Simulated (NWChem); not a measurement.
Molecule: MgIBr; SMILES [Br][Mg][I]

```xyz
3

Mg     0.1104     0.5300     0.0000
Br     0.1008     2.8733     0.0000
I      0.1206    -2.0171     0.0000
```
Atoms are numbered in this order, from 1.

Level: PBE0/def2-SVP with def2 effective core potentials on I (NWChem), optimised geometry, unscaled harmonic frequencies. This build's default masses of Se (78.918 u) and Br (79.917 u) are each other's, which moves their modes by up to 0.6 %. def2 effective core potentials on I; no spin-orbit coupling.

| frequency (cm⁻¹) | IR intensity (km/mol) |
|---|---|
| 99 | 27.5 |
| 164 | 0.2 |
| 494 | 116.4 |

```json
{
  "zero_point_energy": "1.1 kcal/mol",
  "thermal correction to the enthalpy at 298.15 K (with zero-point energy)": "4.4 kcal/mol",
  "heat capacity Cv": "11.1 cal/(mol K)",
  "entropy at 298.15 K and 1 atm (symmetry number 1)": "59.7 cal/(mol K)"
}
```

Rigid rotor and harmonic oscillator; modes under 100 cm⁻¹ make the entropy uncertain.
